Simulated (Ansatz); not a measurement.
The HOMO–LUMO gap down a group: F to I

All atoms of one element are swapped for its congeners: C2H4F2 (1,2-difluoroethane) `FCCF`; C2H4Cl2 (1,2-dichloroethane) `ClCCCl`; C2H4I2 (1,2-diiodoethane) `ICCI`. The Br member is missing. All are singlets with charge 0.

Shapes, held fixed at every level: PBE0-D4/def2-TZVP. Flexible molecules stand in one conformer, not always the lowest. Programs: Ansatz 0.2.0. Values in eV.

```json
{"level": "SPW92/def2-TZVPP", "C2H4F2": "8.36", "C2H4Cl2": "6.28", "C2H4I2": "3.92"}
{"level": "PBE-D4/def2-TZVPP", "C2H4F2": "8.35", "C2H4Cl2": "6.37", "C2H4I2": "3.98"}
{"level": "r2SCAN-D4/def2-TZVPP", "C2H4F2": "9.51", "C2H4Cl2": "7.03", "C2H4I2": "4.43"}
{"level": "B3LYP-D4/def2-TZVPP", "C2H4F2": "10.36", "C2H4Cl2": "8.32", "C2H4I2": "5.55"}
{"level": "r2SCAN0-D4/def2-TZVPP", "C2H4F2": "11.84", "C2H4Cl2": "9.32", "C2H4I2": "6.29"}
{"level": "wB97M-V/def2-TZVPP", "C2H4F2": "14.86", "C2H4Cl2": "13.08", "C2H4I2": "10.12"}
```

At wB97M-V/def2-TZVPP the HOMO–LUMO gap falls at every step, from 14.86 to 10.12 eV. Every level shows the same order. For atoms past krypton def2 sets carry core potentials with scalar relativity. Orbital gaps aren't excitation energies, and the LUMO depends on the basis.
